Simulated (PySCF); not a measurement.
C₇H₁₃F.
SMILES with atom numbers: `[CH3:1][C:2]([CH3:3])([CH3:4])[C@@H:5]1[CH2:6][C@H:7]1[F:8]` (hydrogens: H9, H10, H11 on C1; H12, H13, H14 on C3; H15, H16, H17 on C4; H18 on C5; H19, H20 on C6; H21 on C7)

All values: PBE0/pcSseg-1 and wB97X-D/def2-SVPD (PySCF, non-relativistic), on one gas-phase PBE0-D3(BJ)/def2-SVP geometry that isn't relaxed in the solvent. The solvent is an IEF-PCM continuum (van der Waals radii × 1.2). Specific hydrogen bonds and non-electrostatic terms are outside this model.

Gas phase at PBE0/pcSseg-1: HOMO -7.85 eV, LUMO 1.33 eV, dipole 1.83 D.

Task: What does the continuum do to the energy, the frontier levels and the dipole at PBE0/pcSseg-1 in cyclohexane and water?

Result: 
| solvent | ε | E(solvent) − E(gas) (kcal/mol) | polarisation term (kcal/mol) | distortion of the solute (kcal/mol) | HOMO (eV) | LUMO (eV) | dipole (D) |
| --- | --- | --- | --- | --- | --- | --- | --- |
| cyclohexane | 2.017 | -1.19 | -1.24 | 0.05 | -7.81 | 1.46 | 1.99 |
| water | 78.36 | -2.99 | -3.32 | 0.33 | -7.79 | 1.62 | 2.23 |

The first energy column is the sum of the next two and covers electrostatics alone. From cyclohexane to water the lowering changes by a factor 2.52, Onsager's factor (ε − 1)/(2ε + 1) by 2.43 and ε itself by 38.9.

Task: Which radius a makes the point-dipole formula ΔE = −[(ε − 1)/(2ε + 1)]·μ²/a³ give the value in water, with the gas-phase dipole?

Result: μ = 0.719 au and |ΔE| = 0.00476 Eh give a = 1.99 Å; the farthest nucleus lies 3.24 Å from the centroid of the nuclei, so such a sphere wouldn't even hold the nuclei. The formula assumes a rigid point dipole at the centre of a sphere.

Task: Which Mulliken charges (PBE0/pcSseg-1) respond most in cyclohexane (means over atoms taken as equivalent)?

Result: 
```
   atoms                 environment  gas (e)  solvent (e)  change
      F8              alkyl fluorine   -0.314       -0.323  -0.009
     H21            methine hydrogen   +0.101       +0.109  +0.008
      C7              sp3 C–F carbon   +0.228       +0.220  -0.008
     H19          methylene hydrogen   +0.132       +0.139  +0.007
C1/C3/C4               methyl carbon   -0.164       -0.170  -0.006
      C2       quaternary sp3 carbon   -0.564       -0.559  +0.005
      C6  three-membered-ring carbon   -0.195       -0.200  -0.005
     H18            methine hydrogen   +0.127       +0.129  +0.002
     H20          methylene hydrogen   +0.143       +0.146  +0.003
      C5  three-membered-ring carbon   -0.183       -0.185  -0.002
 H9 (×9)             methyl hydrogen   +0.113       +0.115  +0.002
```

Gas phase at wB97X-D/def2-SVPD: HOMO -9.83 eV, LUMO 2.26 eV, dipole 1.94 D.

Task: What does the continuum do to the energy, the frontier levels and the dipole at wB97X-D/def2-SVPD in cyclohexane?

Result: 
```csv
solvent,ε,E(solvent) − E(gas) (kcal/mol),polarisation term (kcal/mol),distortion of the solute (kcal/mol),HOMO (eV),LUMO (eV),dipole (D)
cyclohexane,2.017,-1.27,-1.33,0.06,-9.79,2.38,2.12
```

Task: How does the static polarisability (wB97X-D/def2-SVPD, frozen core, with the continuum's full static response) change?

Result: 
```json
{"medium": "gas", "isotropic (au)": "82.8", "principal values (au)": "78.1, 81.1, 89.2", "⟨r²⟩ of the electrons (bohr²)": "1110.5"}
{"medium": "cyclohexane", "isotropic (au)": "92.9", "principal values (au)": "88.1, 91.4, 99.2", "⟨r²⟩ of the electrons (bohr²)": "1110.7"}
```

The isotropic value in cyclohexane is 1.12 times the gas-phase one; no cavity-field correction is applied. ⟨r²⟩ is taken about the centre of nuclear charge.

Conformer computed: `[CH3:1][C:2]([CH3:3])([CH3:4])[C@@H:5]1[CH2:6][C@H:7]1[F:8]`: C1–C2–C5–C6 39°.

The pairwise dispersion term of wB97X-D wasn't added to the energies; at a given geometry it leaves orbitals and properties as they are.
